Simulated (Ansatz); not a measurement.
`[AlH2][S][AlH2]` + `C[SeH]` → `C[Se][AlH2]` + `[AlH2][SH]` at 700 K and 1 bar (ligand exchange at the Al–S bond).

Calculated with Ansatz (gas phase, PBE0-D4/def2-TZVP geometries, no zero-point term in ΔE). CCSD(T)/CBS is the MP2 limit (def2-TZVPP, def2-QZVPP) plus CCSD(T) − MP2 in def2-TZVPP, frozen cores. This one scheme is used for every species. For Se outer-core shells are correlated without core-valence functions, which leaves a few kJ/mol of doubt a bond. Scalar relativity is left out up to krypton.

| species | CCSD(T)/CBS energy (Eh) | H − E (kJ/mol) | S (J/(mol·K)) |
| --- | --- | --- | --- |
| `[AlH2][S][AlH2]` | -884.26538 | 141.4 | 417.8 |
| `C[SeH]` | -2441.15625 | 157.6 | 325.3 |
| `C[Se][AlH2]` | -2683.80327 | 197.3 | 415.0 |
| `[AlH2][SH]` | -641.61836 | 102.7 | 330.6 |

H − E and S are ideal-gas, rigid-rotor, harmonic terms from PBE0-D4/def2-TZVP. 1 Eh = 2625.50 kJ/mol, R = 8.31446 J/(mol·K).

By hand: ΔE, ΔH, ΔS and ΔG.

ΔE = (-2683.80327) + (-641.61836) − (-884.26538) − (-2441.15625) = 0.00000 Eh = 0.0 kJ/mol. Δ(H − E) = 197.3 + 102.7 − 141.4 − 157.6 = 1.0, so ΔH = 1.0 kJ/mol. ΔS = 415.0 + 330.6 − 417.8 − 325.3 = 2.5 J/(mol·K). ΔG = 1.0 − 700 × (2.5)/1000 = -0.8 kJ/mol.

By hand: the equilibrium constant, and the temperature at which ΔG would vanish if ΔH and ΔS stayed fixed.

log₁₀ K = −ΔG/(RT ln 10) = 0.1. ΔG = 0 at ΔH/ΔS = 400 K, though so small a ΔH makes that figure unsure.

TΔS isn't small against ΔH here. The sign of ΔG lies within the doubt. A doubt of 5 kJ/mol in ΔE shifts log₁₀ K by 0.4 here. These are equilibria of isolated gas molecules and say nothing of rates. Largest T1 diagnostic: 0.011 (customary marks: 0.02 for closed shells, 0.045 for open ones).
